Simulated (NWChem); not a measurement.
System: BPH4O; SMILES PBO

Here is an NWChem input.

```
start job
memory heap 200 mb stack 900 mb global 1100 mb
geometry units angstroms noautosym nocenter noautoz
  B     -0.593901    -0.694051    -0.298704
  H     -1.585622    -1.048968    -0.895110
  O      0.135527    -1.670385     0.277608
  H      0.915835    -1.361760     0.750754
  P     -0.094440     1.167294    -0.365306
  H      0.505613     1.286531     0.925738
  H     -1.367382     1.681742     0.011184
end
basis spherical
  B library pcj-1
  H library pcj-1
  O library pcj-1
  P library pcj-1
end
dft
  odft
  mult 1
  xc hfexch
  iterations 150
end
property
  spinspin 6 1 5 1 6 1 7 5 6 5 7 6 7
end
task dft property
```

Parts of the log:

```
             Northwest Computational Chemistry Package (NWChem) 7.3.0
             --------------------------------------------------------

                             Geometry "geometry" -> ""
                             -------------------------

 Output coordinates in angstroms (scale by  1.889725989 to convert to a.u.)

  No.       Tag          Charge          X              Y              Z
 ---- ---------------- ---------- -------------- -------------- --------------
    1 B                    5.0000    -0.59390100    -0.69405100    -0.29870400
    2 H                    1.0000    -1.58562200    -1.04896800    -0.89511000
    3 O                    8.0000     0.13552700    -1.67038500     0.27760800
    4 H                    1.0000     0.91583500    -1.36176000     0.75075400
    5 P                   15.0000    -0.09444000     1.16729400    -0.36530600
    6 H                    1.0000     0.50561300     1.28653100     0.92573800
    7 H                    1.0000    -1.36738200     1.68174200     0.01118400

 Effective nuclear repulsion energy (a.u.)      90.3679273211

  xc_inp: hfexch multiplicative factor not found.
                              NWChem Property Module
                              ----------------------

  itol2e modified to match energy
  convergence criterion.

                                 NWChem DFT Module
                                 -----------------

 Summary of "ao basis" -> "ao basis" (spherical)
 ------------------------------------------------------------------------------
       Tag                 Description            Shells   Functions and Types
 ---------------- ------------------------------  ------  ---------------------
 B                           pcj-1                  11       27   5s4p2d
 H                           pcj-1                   6       10   4s2p
 O                           pcj-1                  11       27   5s4p2d
 P                           pcj-1                  13       31   6s5p2d

  itol2e modified to match energy
  convergence criterion.

            General Information
            -------------------
          SCF calculation type: DFT
          Wavefunction type:  spin polarized.
          No. of atoms     :     7
          No. of electrons :    32
           Alpha electrons :    16
            Beta electrons :    16
          Charge           :     0
          Spin multiplicity:     1
          Use of symmetry is: off; symmetry adaption is: off
          Maximum number of iterations: 150
          AO basis - number of functions:   125
                     number of shells:    59
          Convergence on energy requested:  1.00D-07
          Convergence on density requested:  1.00D-05
          Convergence on gradient requested:  5.00D-04

              XC Information
              --------------
                     Hartree-Fock (Exact) Exchange  1.000

      Superposition of Atomic Density Guess
      -------------------------------------

 Sum of atomic energies:        -441.72587175

      Non-variational initial energy
      ------------------------------

 Total energy =    -442.788983
 1-e energy   =    -787.489581
 2-e energy   =     254.332671
 HOMO         =      -0.286988
 LUMO         =       0.017161

   convergence    iter        energy       DeltaE   RMS-Dens  Diis-err
 ---------------- ----- ----------------- --------- --------- ---------
 d= 0,ls=0.0,diis     1   -442.3957412319 -5.33D+02  1.72D-03  1.05D-01
                                                     1.72D-03  1.05D-01
 d= 0,ls=0.0,diis     2   -442.4426500879 -4.69D-02  6.67D-04  3.34D-02
                                                     6.67D-04  3.34D-02
 d= 0,ls=0.0,diis     3   -442.4544267670 -1.18D-02  2.80D-04  1.42D-03
                                                     2.80D-04  1.42D-03
 d= 0,ls=0.0,diis     4   -442.4556619284 -1.24D-03  9.25D-05  5.77D-05
                                                     9.25D-05  5.77D-05
 d= 0,ls=0.0,diis     5   -442.4557503605 -8.84D-05  3.36D-05  4.49D-06
                                                     3.36D-05  4.49D-06
  Resetting Diis
 d= 0,ls=0.0,diis     6   -442.4557594943 -9.13D-06  1.00D-05  3.89D-07
                                                     1.00D-05  3.89D-07
 d= 0,ls=0.0,diis     7   -442.4557602407 -7.46D-07  1.80D-06  3.16D-08
                                                     1.80D-06  3.16D-08
 d= 0,ls=0.0,diis     8   -442.4557602881 -4.74D-08  1.04D-06  6.64D-09
                                                     1.04D-06  6.64D-09

         Total DFT energy =     -442.455760288065
      One electron energy =     -789.917818457337
           Coulomb energy =      293.338149589562
    Exchange-Corr. energy =      -36.244018741393
 Nuclear repulsion energy =       90.367927321103

 Numeric. integr. density =        0.000000000000

                    DFT Final Alpha Molecular Orbital Analysis
                    ------------------------------------------

 Vector   14  Occ=1.000000D+00  E=-5.186376D-01
              MO Center= -4.7D-01,  1.1D+00,  5.3D-02, r^2= 2.5D+00
   Bfn.  Coefficient  Atom+Function         Bfn.  Coefficient  Atom+Function
  ----- ------------  ---------------      ----- ------------  ---------------
    90      0.297911  5 P  px               118     -0.284900  7 H  s
   108      0.228260  6 H  s                119     -0.178002  7 H  s
    93      0.155084  5 P  px               109      0.149856  6 H  s
    91     -0.125465  5 P  py                84     -0.115491  5 P  px
    92      0.111435  5 P  pz                50     -0.109117  3 O  py

 Vector   15  Occ=1.000000D+00  E=-4.495119D-01
              MO Center= -3.9D-01,  1.1D-01, -2.7D-01, r^2= 3.0D+00
   Bfn.  Coefficient  Atom+Function         Bfn.  Coefficient  Atom+Function
  ----- ------------  ---------------      ----- ------------  ---------------
    91      0.252443  5 P  py                92      0.218291  5 P  pz
    80     -0.210753  5 P  s                 30      0.199820  2 H  s
    13     -0.192191  1 B  py                95      0.169933  5 P  pz
   108      0.166447  6 H  s                 31      0.153022  2 H  s
    12     -0.147751  1 B  px                79     -0.142570  5 P  s

[...]

      -----------------------------------
      Indirect Spin-Spin Coupling Tensors
      -----------------------------------

      ---------------------------------------------------
      Calculating Fermi-Contact and Spin-Dipole Responses
      ---------------------------------------------------

                                NWChem CPHF Module
                                ------------------

  scftype          =     UHF
  nalpha           =       16
  nbeta            =       16
  variables        =     3488
  # of vectors     =       39
  tolerance        = 0.10D-03
  level shift      = 0.00D+00
  max iterations   =       50
  max subspace     =      390

 SCF residual:    7.2923685858444548E-005

Iterative solution of linear equations
  No. of variables     3488
  No. of equations       39
  Maximum subspace      390
        Iterations       50
       Convergence  1.0D-04

   iter   nsub   residual    time
   ----  ------  --------  ---------
     1     39    1.81D+02      14.4
     2     78    1.69D+01      22.9
     3    117    4.90D+00      31.4
     4    156    6.60D-01      39.9
     5    195    8.59D-02      48.3
     6    234    7.20D-03      56.8
     7    273    4.14D-04      65.2
     8    312    3.31D-05      73.7

      ----------------------------------------------
      Calculating Paramagnetic Spin-Orbit Responses
      ----------------------------------------------

                                NWChem CPHF Module
                                ------------------

  scftype          =     UHF
  nalpha           =       16
  nbeta            =       16
  variables        =     3488
  # of vectors     =        9
  tolerance        = 0.10D-03
  level shift      = 0.00D+00
  max iterations   =       50
  max subspace     =       90

 SCF residual:    7.2923685858444548E-005

Iterative solution of linear equations
  No. of variables     3488
  No. of equations        9
  Maximum subspace       90
        Iterations       50
       Convergence  1.0D-04

   iter   nsub   residual    time
   ----  ------  --------  ---------
     1      9    4.08D+01      78.7
     2     18    7.69D+00      83.0
     3     27    2.09D+00      87.3
     4     36    1.91D-01      91.5
     5     45    8.90D-03      95.8
     6     54    1.00D-03     100.1
     7     63    1.03D-04     104.4
     8     72    1.32D-05     108.7

      ----------------------------------
      Indirect Spin-Spin Tensors (in Hz)
      ----------------------------------

      -------------------------------------------------
      Atom    1:  11-B  and Atom    5:  31-P

      Respective Nuclear g-factors: 1.792425 & 2.263200
      -------------------------------------------------

      Fermi Contact (FC) Term (Hz):
    102.6483      0.0000      0.0000
      0.0000    102.6483      0.0000
      0.0000      0.0000    102.6483
        Isotropic =     102.6483

      Spin-Dipole   (SD) Term (Hz):
      2.0829      1.1006      2.1599
      0.3159      6.1147      2.7939
      1.0401     -2.2184      0.1759
        Isotropic =       2.7911

      FC - SD  Cross Term (Hz):
    -38.3287     42.3632     -1.4131
     42.3632     95.2903     -9.3552
     -1.4131     -9.3552    -56.9616
        Isotropic =       0.0000

      Paramagnetic Spin-Orbit Term (Hz):
    -14.1097      4.8434     -8.3403
      1.7617     -3.5346      2.4425
     -9.0703      3.6507     -5.1556
        Isotropic =      -7.6000

      Diamagnetic Spin-Orbit Term (Hz):
     -1.8128      1.9268     -0.0882
      2.0269      4.6308     -0.1550
     -0.1201     -0.2605     -2.3168
        Isotropic =       0.1671

      Total Spin-Spin Coupling Tensor (Hz):
     50.4799     50.2340     -7.6817
     46.4677    205.1495     -4.2738
     -9.5634     -8.1834     38.3901

      Isotropic Spin-Spin Coupling =      98.0065 Hz

      -------------------------------------------------
      Atom    1:  11-B  and Atom    6:   1-H

      Respective Nuclear g-factors: 1.792425 & 5.585689
      -------------------------------------------------

      Fermi Contact (FC) Term (Hz):
    -11.6023      0.0000      0.0000
      0.0000    -11.6023      0.0000
      0.0000      0.0000    -11.6023
        Isotropic =     -11.6023

      Spin-Dipole   (SD) Term (Hz):
      0.0783      0.0440     -0.0293
     -0.0189      0.0188      0.0136
     -0.0529      0.0317     -0.0556
        Isotropic =       0.0138

      FC - SD  Cross Term (Hz):
     -0.4528     -0.8185      0.3552
     -0.8185     -0.8923     -2.8049
      0.3552     -2.8049      1.3451
        Isotropic =      -0.0000

      Paramagnetic Spin-Orbit Term (Hz):
     -0.3964     -0.3449     -0.7019
     -0.6783      0.0041     -1.0410
     -0.6546     -0.2892     -0.2774
        Isotropic =      -0.2232

      Diamagnetic Spin-Orbit Term (Hz):
     -0.2215      1.3195      0.3985
      0.9167      0.1096      0.8343
      0.9015      2.1889     -0.2697
        Isotropic =      -0.1272

      Total Spin-Spin Coupling Tensor (Hz):
    -12.5948      0.2002      0.0226
     -0.5991    -12.3622     -2.9981
      0.5492     -0.8735    -10.8600

      Isotropic Spin-Spin Coupling =     -11.9390 Hz

      -------------------------------------------------
      Atom    1:  11-B  and Atom    7:   1-H

      Respective Nuclear g-factors: 1.792425 & 5.585689
      -------------------------------------------------

      Fermi Contact (FC) Term (Hz):
    -10.9035      0.0000      0.0000
      0.0000    -10.9035      0.0000
      0.0000      0.0000    -10.9035
        Isotropic =     -10.9035

      Spin-Dipole   (SD) Term (Hz):
     -0.0467     -0.0195      0.0018
      0.0366      0.0551      0.0003
      0.0342     -0.0584      0.0656
        Isotropic =       0.0247

      FC - SD  Cross Term (Hz):
      2.8881      1.4070     -0.9830
      1.4070     -2.6737     -0.6164
     -0.9830     -0.6164     -0.2144
        Isotropic =       0.0000

      Paramagnetic Spin-Orbit Term (Hz):
     -0.2010      0.2300     -0.3042
      1.2972     -0.8887     -0.1202
      0.1863     -0.2745      0.1514
        Isotropic =      -0.3128

      Diamagnetic Spin-Orbit Term (Hz):
     -0.8775     -2.1319     -0.1464
     -0.2069      1.4905      0.3081
     -0.0250      0.7065     -0.6567
        Isotropic =      -0.0145

      Total Spin-Spin Coupling Tensor (Hz):
     -9.1405     -0.5143     -1.4319
      2.5339    -12.9203     -0.4281
     -0.7876     -0.2428    -11.5576

      Isotropic Spin-Spin Coupling =     -11.2061 Hz

      -------------------------------------------------
      Atom    5:  31-P  and Atom    6:   1-H

      Respective Nuclear g-factors: 2.263200 & 5.585689
      -------------------------------------------------

      Fermi Contact (FC) Term (Hz):
    229.0625      0.0000      0.0000
      0.0000    229.0625      0.0000
      0.0000      0.0000    229.0625
        Isotropic =     229.0625

      Spin-Dipole   (SD) Term (Hz):
     -1.1769      0.8192     -2.9698
      0.1506     -1.1314     -1.0829
      1.1138      1.1552     -3.8551
        Isotropic =      -2.0545

      FC - SD  Cross Term (Hz):
    -15.0976     11.3296     80.0713
     11.3296    -51.4128     27.4081
     80.0713     27.4081     66.5104
        Isotropic =       0.0000

      Paramagnetic Spin-Orbit Term (Hz):
     14.3586     -6.9134    -12.1301
     -7.0443     20.6611     -0.5234
    -15.7018     -2.3741    -15.1552
        Isotropic =       6.6215

      Diamagnetic Spin-Orbit Term (Hz):
     -7.4769      1.5811     18.7405
      1.6899    -16.0281      3.7946
     18.5360      3.5200     24.2132
        Isotropic =       0.2361

      Total Spin-Spin Coupling Tensor (Hz):
    219.6697      6.8166     83.7118
      6.1258    181.1512     29.5963
     84.0193     29.7092    300.7758

      Isotropic Spin-Spin Coupling =     233.8656 Hz

      -------------------------------------------------
      Atom    5:  31-P  and Atom    7:   1-H

      Respective Nuclear g-factors: 2.263200 & 5.585689
      -------------------------------------------------

      Fermi Contact (FC) Term (Hz):
    256.3067      0.0000      0.0000
      0.0000    256.3067      0.0000
      0.0000      0.0000    256.3067
        Isotropic =     256.3067

      Spin-Dipole   (SD) Term (Hz):
     -3.4938     -0.8708      2.6101
      1.6240     -0.9365     -1.6303
     -0.7008      0.3858     -1.3852
        Isotropic =      -1.9385

      FC - SD  Cross Term (Hz):
     71.4797    -72.7276    -22.1009
    -72.7276    -15.8848     18.5476
    -22.1009     18.5476    -55.5949
        Isotropic =       0.0000

      Paramagnetic Spin-Orbit Term (Hz):
    -10.9570     15.2734     12.2880
     13.2905     11.9914      1.8426
     15.2479     -0.5151     17.3597
        Isotropic =       6.1314

      Diamagnetic Spin-Orbit Term (Hz):
     23.5097    -15.8783    -11.9092
    -16.1527    -10.1193      4.8541
    -11.7678      4.7159    -12.7803
        Isotropic =       0.2034

      Total Spin-Spin Coupling Tensor (Hz):
    336.8453    -74.2034    -19.1121
    -73.9658    241.3575     23.6140
    -19.3217     23.1342    203.9059

      Isotropic Spin-Spin Coupling =     260.7029 Hz

      -------------------------------------------------
      Atom    6:   1-H  and Atom    7:   1-H

      Respective Nuclear g-factors: 5.585689 & 5.585689
      -------------------------------------------------

      Fermi Contact (FC) Term (Hz):
    -19.5743      0.0000      0.0000
      0.0000    -19.5743      0.0000
      0.0000      0.0000    -19.5743
        Isotropic =     -19.5743

[...]
```

Level: Hartree-Fock/pcJ-1. The geometry was optimised at PBE0/def2-SVP. Hartree-Fock couplings suffer from near triplet instabilities.
